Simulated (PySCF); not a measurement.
# Working out the ionisation energy of Xe(2+)

Xe(2+) [Kr] 4d10 5s2 5p4 (3P) → Xe(3+) [Kr] 4d10 5s2 5p3 (4S). Calculation: PySCF 2.14, in aug-cc-pVQZ-DK3 (9s8p6d3f2g, 102 functions); scalar relativity by spin-free X2C-1e. Frozen: [Kr] 4d10. Energies in hartree (1 hartree = 27.21139 eV):

```
            part  Xe(2+) (lower)  Xe(3+) (upper)
             UHF    -7442.007380    -7440.928081
CCSD correlation       -0.118312       -0.085104
             (T)       -0.003326       -0.002280
```

**Question.** What does Hartree-Fock give?

**Answer.** (-7440.928081) − (-7442.007380) = 1.079299 hartree = 29.369 eV.

**Question.** What do CCSD and CCSD(T) give?

**Answer.** The CCSD correlation energies differ by 0.033208 hartree = 0.904 eV and the triples by 0.001046 hartree = 0.028 eV, so CCSD gives 30.273 eV and CCSD(T) 30.301 eV.

A first-order spin-orbit estimate adds 0.453 eV to CCSD(T) (valence), giving 30.754 eV against 31.05 ± 0.04 eV (semi-empirical (NIST evaluation); NIST Atomic Spectra Database, ionization energies).

What remains against the reference includes basis incompleteness, the frozen core and higher excitations.
